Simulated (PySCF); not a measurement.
# Does the structure fit the spectrum?

A compound C$_{6}$H$_{12}$O$_{2}$ gives the data below (simulated from a calculation) and was assigned the structure `CC(=O)OC(C)(C)C`.

13C{1H} NMR (computed): δ 180.2 (C), 63.2 (CH2), 43.3 (CH2), 26.5 (CH2), 17.6 (CH3), 16.6 (CH3).

1H NMR (300 MHz, computed): δ 4.31 (q, 2H), 2.15 (t, 2H), 1.69 (m, 2H), 1.28 (t, 3H), 1.09 (t, 3H).

PySCF 2.14 calculation with GFN2-xTB geometry and PBE0/pcSseg-1 with gauge-including orbitals; relativity neglected, no solvent, single conformer, one averaged value for each set of equivalent atoms.

Chemical shifts δ = σref − σ; 1H, 13C vs TMS, all at this level.

**Question.** Compare with the shifts computed for the proposed structure, pairing carbons in order of shift.

**Answer.** Atom-mapped SMILES (the numbers label the heavy atoms): `[CH3:1][C:2](=[O:3])[O:4][C:5]([CH3:6])([CH3:7])[CH3:8]` (H(Xn): hydrogen on atom n).

| atom | computed for proposal | given list | difference |
| --- | --- | --- | --- |
| C2 | 176.1 | 180.2 | -4.1 |
| C5 | 80.6 | 63.2 | +17.4 |
| C6 | 28.8 | 43.3 | -14.5 |
| C7 | 28.8 | 26.5 | +2.3 |
| C8 | 28.8 | 17.6 | +11.2 |
| C1 | 25.0 | 16.6 | +8.4 |

The rms difference is 11.0 ppm and the largest +17.4 ppm at C5 (fully substituted sp3 carbon bonded to O). The proposal also would give 4 carbon signals, not 6. The carbon types in order of shift don't match either: C, C, CH3, CH3, CH3, CH3 for the proposal against C, CH2, CH2, CH2, CH3, CH3 in the data. The proposal doesn't fit.

**Question.** Which isomer fits?

**Answer.** ethyl butyrate (SMILES C(CCC)(=O)OCC).

Carbon types of the structure: 1 × C, 3 × CH2, 2 × CH3, which accounts for all hydrogens. δC 180.2: ester carbonyl carbon; it is a carbonyl in resonance with an O or N lone pair, the region of acids, esters and amides. δC 63.2: sp3 CH2 bonded to O; deshielded by the electronegative neighbour. δC 17.6, 16.6: methyl carbon; aliphatic region, no heteroatom directly attached. δH 2.15: hydrogen on an sp3 CH2 α to a carbonyl; α to C=O.

The data come from this structure; uniqueness wasn't tested.

Shifts are as computed. Against solution values, carbons near 30 ppm lie about +3 ppm off and those near 130 ppm about +5 ppm. Of 1211 compounds with measured shifts, 218 miss one by over three times the rms of a fit or turn the order of signals round; such compounds aren't used in these exercises. Multiplicities follow the n + 1 count of equivalent neighbours, as no J values were calculated; m marks all less simple cases, F and P coupling included.
